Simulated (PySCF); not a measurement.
Species: B2F3H3Si.
Structure used (PBE0-D3(BJ)/def2-SVP), in Å, numbered top down from 1:
```xyz
9
B2F3H3Si angstrom
F     -2.338    1.156   -0.573
B     -1.704    0.000   -0.491
Si    -0.046   -0.187    0.682
B      1.555    0.290   -0.477
F      2.154    1.463   -0.430
F      2.019   -0.573   -1.362
H     -2.131   -0.910   -1.171
H      0.096   -1.616    1.106
H     -0.089    0.700    1.885
```

Jobs on this species (9 atoms, 54 electrons) with PySCF (density fitting). Hardware of each: an Arm Neoverse V1 with one thread, shared host. The host was shared with other jobs, so the times are rough. Peak memory is the resident size of the whole Python process, interpreter and libraries included.

```csv
level and settings,work,basis functions,SCF cycles,wall time,peak memory
"PBE0-D3(BJ)/def2-SVP, grid level 1",geometry optimisation from a GFN2-xTB start shaken at random,103,?,?,?
"delta-SCF UKS PBE, pcX-2 on the ionised atom, pcseg-1 elsewhere, spin-free X2C","ΔSCF core ionisation, 6 holes",145,?,?,?
"delta-SCF UKS PBE0, pcX-2 on the ionised atom, pcseg-1 elsewhere, spin-free X2C","ΔSCF core ionisation, 6 holes",145,84,35 s,0.52 GiB
"delta-SCF UKS SCAN, def2-TZVP on the ionised atom, pcseg-1 elsewhere, spin-free X2C","ΔSCF core ionisation, 6 holes",122,98,26 s,0.52 GiB
"delta-SCF UKS SCAN, pcX-2 on the ionised atom, pcseg-1 elsewhere, spin-free X2C","ΔSCF core ionisation, 6 holes",145,100,29 s,0.44 GiB
"delta-SCF UKS B3LYP, pcX-2 on the ionised atom, pcseg-1 elsewhere, spin-free X2C","ΔSCF core ionisation, 6 holes",145,87,38 s,0.52 GiB
"delta-SCF UKS HF, pcX-2 on the ionised atom, pcseg-1 elsewhere, spin-free X2C","ΔSCF core ionisation, 6 holes",145,78,21 s,0.52 GiB
"delta-SCF UKS SCAN, pcX-1 on the ionised atom, pcseg-1 elsewhere, spin-free X2C","ΔSCF core ionisation, 6 holes",125,96,23 s,0.52 GiB
"delta-SCF UKS SCAN, pcX-2 on the ionised atom, pcseg-1 elsewhere, non-relativistic","ΔSCF core ionisation, 6 holes",145,98,28 s,0.52 GiB
```

Task: Fill in the missing figures.

Result: 
- PBE0-D3(BJ)/def2-SVP, grid level 1; geometry optimisation from a GFN2-xTB start shaken at random: 31 s, 0.41 GiB, 52 SCF cycles
- delta-SCF UKS PBE, pcX-2 on the ionised atom, pcseg-1 elsewhere, spin-free X2C; ΔSCF core ionisation, 6 holes: 19 s, 0.52 GiB, 100 SCF cycles

Task: What do all jobs in the table cost together?

Result: About 4.2 min; the longest takes about 15 % of that, and about 2 times as long as the shortest.
